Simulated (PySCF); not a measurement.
PySCF input file for Al(Cl)2(Me) (CH3AlCl2), SMILES [Cl][Al]([Cl])[CH3], TDA-PBE0/def2-SVPD. Coordinates come from a B3LYP-D3(BJ)/def2-SVP optimisation.

```python
import numpy as np
from pyscf import gto, scf, dft, tdscf

mol = gto.M(
    atom='''
    Al    0.27004253   -0.10069969    0.18145033
    Cl   -1.45297694   -1.29905873    0.02013174
    Cl    0.21793643    1.75682478   -0.80791473
    C     1.83376150   -0.67964244    1.16426756
    H     2.30817128    0.16185003    1.69411114
    H     2.58241733   -1.08666765    0.46236462
    H     1.59197837   -1.47025448    1.89137527
    ''',
    basis='def2-SVPD',
    charge=0,
    spin=0,
    max_memory=1600,
    verbose=4,
)
mf = dft.RKS(mol, xc='pbe0').density_fit(auxbasis='def2-universal-jkfit')
mf.grids.level = 3
mf.conv_tol = 1e-9
mf.max_cycle = 100
mf.kernel()
mf.grids = dft.Grids(mol).set(level=1).build(with_non0tab=True)  # coarser grid for the response kernel
td = tdscf.TDA(mf)
td.singlet = True
td.nstates = 10
td.conv_tol = 1e-4
td.kernel(x0=td.get_init_guess(mf, 15))
td.analyze()
tt = tdscf.TDA(mf)
tt.singlet = False
tt.nstates = 4
tt.conv_tol = 1e-4
tt.kernel(x0=tt.get_init_guess(mf, 9))
tt.analyze(verbose=3)
```

It prints:

```
PySCF version 2.14.0

[INPUT] verbose = 4
[INPUT] num. atoms = 7
[INPUT] num. electrons = 56
[INPUT] charge = 0
[INPUT] spin (= nelec alpha-beta = 2S) = 0
[INPUT] symmetry False subgroup None
[INPUT] Mole.unit = angstrom
[INPUT] Symbol           X                Y                Z      unit          X                Y                Z       unit  Magmom
[INPUT]  1 Al     0.270042530000  -0.100699690000   0.181450330000 AA    0.510306423685  -0.190294834929   0.342891428912 Bohr   0.0
[INPUT]  2 Cl    -1.452976940000  -1.299058730000   0.020131740000 AA   -2.745728481909  -2.454865219425   0.038043475011 Bohr   0.0
[INPUT]  3 Cl     0.217936430000   1.756824780000  -0.807914730000 AA    0.411840165265   3.319917683049  -1.526737571702 Bohr   0.0
[INPUT]  4 C      1.833761500000  -0.679642440000   1.164267560000 AA    3.465307012772  -1.284338074231   2.200146824116 Bohr   0.0
[INPUT]  5 H      2.308171280000   0.161850030000   1.694111140000 AA    4.361811567787   0.305852229953   3.201406079175 Bohr   0.0
[INPUT]  6 H      2.582417330000  -1.086667650000   0.462364620000 AA    4.880061493031  -2.053504246925   0.873742501489 Bohr   0.0
[INPUT]  7 H      1.591978370000  -1.470254480000   1.891375270000 AA    3.008403115532  -2.778378300615   3.574181259075 Bohr   0.0

nuclear repulsion = 236.963617687872
number of shells = 52
number of NR pGTOs = 192
number of NR cGTOs = 122
basis = def2-SVPD
ecp = {}


******** <class 'pyscf.df.df_jk.DFRKS'> ********
method = DFRKS
initial guess = minao
damping factor = 0
level_shift factor = 0
DIIS = <class 'pyscf.scf.diis.CDIIS'>
diis_start_cycle = 1
diis_space = 8
diis_damp = 0
SCF conv_tol = 1e-09
SCF conv_tol_grad = None
SCF max_cycles = 100
direct_scf = False
XC library pyscf.dft.libxc version 7.1.2
    S. Lehtola, C. Steigemann, M. J. T. Oliveira, and M. A. L. Marques,  SoftwareX 7, 1–5 (2018)
XC functionals = pbe0
    C. Adamo and V. Barone,  J. Chem. Phys. 110, 6158 (1999)
    M. Ernzerhof and G. E. Scuseria,  J. Chem. Phys. 110, 5029 (1999)
radial grids:
    Treutler-Ahlrichs [JCP 102, 346 (1995); DOI:10.1063/1.469408] (M4) radial grids

becke partition: Becke, JCP 88, 2547 (1988); DOI:10.1063/1.454033
pruning grids: <function nwchem_prune>
grids dens level: 3
symmetrized grids: False
atomic radii adjust function: <function treutler_atomic_radii_adjust>
small_rho_cutoff = 0
Set gradient conv threshold to 3.16228e-05
Initial guess from minao.
tot grids = 100488
******** <class 'pyscf.df.df.DF'> ********
auxbasis = def2-universal-jkfit
init E= -1202.08128375772
  HOMO = -0.360421612862217  LUMO = -0.0695941888580407  gap/eV = 7.91382
cycle= 1 E= -1202.00397998241  delta_E= 0.0773  |g|= 0.408  |ddm|= 3.07
  HOMO = -0.294559008882534  LUMO = -0.0457996441197044  gap/eV = 6.76909
cycle= 2 E= -1201.99604865137  delta_E= 0.00793  |g|= 0.446  |ddm|= 1.22
  HOMO = -0.329862481347349  LUMO = -0.0363626577752596  gap/eV = 7.98654
cycle= 3 E= -1202.05222723318  delta_E= -0.0562  |g|= 0.026  |ddm|= 0.62
  HOMO = -0.331233307212253  LUMO = -0.0388707997540281  gap/eV = 7.95559
cycle= 4 E= -1202.05241013156  delta_E= -0.000183  |g|= 0.00934  |ddm|= 0.0477
  HOMO = -0.330443478009085  LUMO = -0.0377452214321679  gap/eV = 7.96473
cycle= 5 E= -1202.05243492536  delta_E= -2.48e-05  |g|= 0.00085  |ddm|= 0.0174
  HOMO = -0.330410343490318  LUMO = -0.0377317400900608  gap/eV = 7.96419
cycle= 6 E= -1202.05243503397  delta_E= -1.09e-07  |g|= 0.000546  |ddm|= 0.00181
  HOMO = -0.330473068223092  LUMO = -0.0377721019139079  gap/eV = 7.96480
cycle= 7 E= -1202.0524351245  delta_E= -9.05e-08  |g|= 6.28e-05  |ddm|= 0.00085
  HOMO = -0.330465919097543  LUMO = -0.0377653078016458  gap/eV = 7.96479
cycle= 8 E= -1202.05243512557  delta_E= -1.07e-09  |g|= 1.77e-05  |ddm|= 0.00012
  HOMO = -0.330465494726015  LUMO = -0.0377650980372906  gap/eV = 7.96478
cycle= 9 E= -1202.05243512566  delta_E= -9.32e-11  |g|= 2.71e-06  |ddm|= 2.44e-05
  HOMO = -0.330465388924285  LUMO = -0.0377652925332881  gap/eV = 7.96478
Extra cycle  E= -1202.05243512567  delta_E= -7.28e-12  |g|= 2.55e-06  |ddm|= 8.57e-06
converged SCF energy = -1202.05243512567
tot grids = 31584


******** <class 'pyscf.tdscf.rks.TDA'> for <class 'pyscf.df.df_jk.DFRKS'> ********
nstates = 10 singlet
deg_eia_thresh = 1.000e-03
wfnsym = None
conv_tol = 0.0001
eigh lindep = 1e-12
eigh level_shift = 0
eigh max_cycle = 100


Excitation energies (eV)
[6.53193197 6.73240951 7.03284379 7.07019187 7.24635744 7.3930328
 7.62402659 7.72669959 7.80162484 7.98229506]

** Singlet excitation energies and oscillator strengths **
Excited State   1:      6.53193 eV    189.81 nm  f=0.0066
      28 -> 29       -0.68417
      28 -> 30        0.16080
Excited State   2:      6.73241 eV    184.16 nm  f=0.0002
      27 -> 29        0.69362
      27 -> 30       -0.12747
Excited State   3:      7.03284 eV    176.29 nm  f=0.0124
      26 -> 29       -0.18793
      27 -> 29       -0.11747
      27 -> 30       -0.66233
Excited State   4:      7.07019 eV    175.36 nm  f=0.1867
      25 -> 29       -0.11729
      28 -> 29        0.15546
      28 -> 30        0.66882
Excited State   5:      7.24636 eV    171.10 nm  f=0.0053
      26 -> 29        0.32563
      26 -> 30        0.61177
Excited State   6:      7.39303 eV    167.70 nm  f=0.0761
      23 -> 30       -0.11437
      26 -> 29       -0.56733
      26 -> 30        0.33010
      27 -> 30        0.16552
Excited State   7:      7.62403 eV    162.62 nm  f=0.0049
      24 -> 29       -0.62379
      24 -> 30        0.12459
      25 -> 30        0.28599
Excited State   8:      7.72670 eV    160.46 nm  f=0.0782
      24 -> 29       -0.23560
      24 -> 30       -0.10190
      25 -> 29       -0.56973
      25 -> 30       -0.29295
Excited State   9:      7.80162 eV    158.92 nm  f=0.0824
      24 -> 29        0.17072
      24 -> 30       -0.22774
      25 -> 29       -0.29982
      25 -> 30        0.55234
Excited State  10:      7.98230 eV    155.32 nm  f=0.0425
      24 -> 29        0.13673
      24 -> 30        0.62597
      25 -> 29       -0.19065
      27 -> 32        0.11816
      28 -> 31       -0.11177

** Transition electric dipole moments (AU) **
state          X           Y           Z        Dip. S.      Osc.
  1        -0.1205      0.1001      0.1286      0.0411      0.0066
  2         0.0165      0.0295     -0.0094      0.0012      0.0002
  3        -0.0922     -0.2381      0.0807      0.0717      0.0124
  4         0.8476     -0.3011      0.5185      1.0780      0.1867
  5        -0.0842     -0.1455      0.0367      0.0296      0.0053
  6         0.3117      0.5495     -0.1449      0.4201      0.0761
  7        -0.0152      0.0510      0.1524      0.0261      0.0049
  8        -0.1139     -0.1130     -0.6222      0.4129      0.0782
  9        -0.5060      0.3383      0.2461      0.4310      0.0824
 10        -0.3938      0.1459     -0.2026      0.2174      0.0425

** Transition velocity dipole moments (imaginary part, AU) **
state          X           Y           Z        Dip. S.      Osc.
  1        -0.0095      0.0020     -0.0112      0.0002      0.0006
  2         0.0036      0.0061     -0.0023      0.0001      0.0002
  3        -0.0314     -0.0746      0.0240      0.0071      0.0184
  4         0.2158     -0.0765      0.1293      0.0692      0.1774
  5        -0.0141     -0.0240      0.0055      0.0008      0.0020
  6         0.0469      0.0805     -0.0209      0.0091      0.0224
  7        -0.0118      0.0206      0.0510      0.0032      0.0075
  8        -0.0163     -0.0233     -0.1208      0.0154      0.0361
  9        -0.0952      0.0662      0.0497      0.0159      0.0370
 10        -0.0783      0.0299     -0.0383      0.0085      0.0193

** Transition magnetic dipole moments (imaginary part, AU) **
state          X           Y           Z
  1         0.4549      0.8423     -0.2300
  2         0.1978     -0.0674      0.1663
  3         0.2719     -0.2647     -0.4336
  4         0.0143      0.0363     -0.0107
  5        -0.6803      0.2305     -0.4878
  6        -0.2164      0.1195      0.0102
  7        -0.2295     -0.4148      0.1109
  8         0.0603      0.1286     -0.0329
  9        -0.0680     -0.1337      0.0450
 10        -0.0233     -0.0295      0.0178


******** <class 'pyscf.tdscf.rks.TDA'> for <class 'pyscf.df.df_jk.DFRKS'> ********
nstates = 4 triplet
deg_eia_thresh = 1.000e-03
wfnsym = None
conv_tol = 0.0001
eigh lindep = 1e-12
eigh level_shift = 0
eigh max_cycle = 100


Excitation energies (eV)
[6.11263482 6.35786532 6.60616062 6.68401932]

** Triplet excitation energies and oscillator strengths **
Excited State   1:      6.11263 eV    202.83 nm  f=0.0000
Excited State   2:      6.35787 eV    195.01 nm  f=0.0000
Excited State   3:      6.60616 eV    187.68 nm  f=0.0000
Excited State   4:      6.68402 eV    185.49 nm  f=0.0000
```

Self-consistency was reached.
